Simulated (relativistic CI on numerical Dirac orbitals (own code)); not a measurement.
**Au2+ (5d9) in a crystal field**

Calculated by Dirac-Coulomb-Breit CI, orbitals from a KLI potential per configuration, model QED, one configuration in a parametric crystal field, unscaled Slater integrals (own radial code).

Field parameters in Wybourne normalisation: D3d B²₀ = −7Dσ, B⁴₀ = −14Dq − 21Dτ, B⁴₃ = −14√(10/7) Dq. The field is a parameter set, without covalency.

S is read from ⟨S²⟩ = S(S + 1).

Levels (cm⁻¹, degeneracy): 0 (2), 260 (2), 25119 (2), 32781 (2), 34830 (2).

Task: Which field gives this pattern?
A. D3d, 10Dq = 29300, Dσ = 980, Dτ = -100 cm⁻¹
B. D3d, 10Dq = 29300, Dσ = -110, Dτ = -100 cm⁻¹
C. D3d, 10Dq = 29300, Dσ = -980, Dτ = -100 cm⁻¹
D. D3d, 10Dq = 29300, Dσ = -760, Dτ = -100 cm⁻¹

Result: D. D3d, 10Dq = 29300, Dσ = -760, Dτ = -100 cm⁻¹, ground level with S = 0.50.
